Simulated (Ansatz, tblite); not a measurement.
Isomers of W3O5 (singlet), found by a short tight-binding search and relaxed with r2SCAN-D4/def2-SVP in Ansatz.

In the def2 sets W takes a core potential; there is no spin–orbit coupling. The xTB rows come from tblite.

Run but left out: HF/def2-SVP, MP2/def2-SVP, CCSD/def2-SVP, CCSD(T)/def2-SVP (A: restricted singlet, unstable towards broken spin symmetry).

A further structure is left out (at the level of its geometry, restricted singlet, unstable towards broken spin symmetry at other levels and untested here); at PBE0-D4/def2-TZVP its energy lies 0.42 eV below the lowest shown.

A: The restricted singlet is unstable towards broken spin symmetry in Hartree–Fock (as tested in another run); at LDA (SPW92)/def2-TZVP, PBE-D4/def2-TZVP, r2SCAN-D4/def2-TZVP, B97M-V/def2-TZVP and others this wasn't settled. B: The restricted singlet is unstable towards broken spin symmetry in Hartree–Fock (as tested in another run); at LDA (SPW92)/def2-TZVP, PBE-D4/def2-TZVP, r2SCAN-D4/def2-TZVP, B97M-V/def2-TZVP and others this wasn't settled.

Other spin states weren't relaxed.

A:

```xyz
8

W    -0.4707    1.3525   -0.6090
W     0.7858   -1.1919    0.0634
W    -0.8640    0.3299    1.4415
O     0.7324    0.1005   -1.4046
O    -2.1979    0.3255    0.2338
O     0.1360   -2.7480   -0.3154
O    -0.2139    3.0608   -0.6148
O     2.0923   -1.2293    1.2051
```

B:

```xyz
8

W     1.232    1.059    0.954
W    -0.632   -1.019    0.825
W    -0.210    0.761   -1.022
O     0.572    2.376   -0.216
O    -1.854   -0.052   -0.218
O     0.885   -0.550    1.906
O    -0.477   -2.599    0.185
O     0.483    0.025   -2.413
```

Estimate which lies lowest at each level, and how far above it the others are (kcal/mol).


| level | A | B |
| --- | --- | --- |
| GFN1-xTB | 36.3 | 0.0 |
| GFN2-xTB | 8.3 | 0.0 |
| LDA (SPW92)/def2-TZVP | 8.3 | 0.0 |
| PBE-D4/def2-TZVP | 3.3 | 0.0 |
| r2SCAN-D4/def2-TZVP | 5.7 | 0.0 |
| B97M-V/def2-TZVP | 9.1 | 0.0 |
| PBE0-D4/def2-TZVP | 4.4 | 0.0 |
Point groups (tolerance 0.1 Å): A not assigned, B not assigned. Lower isomers may exist.
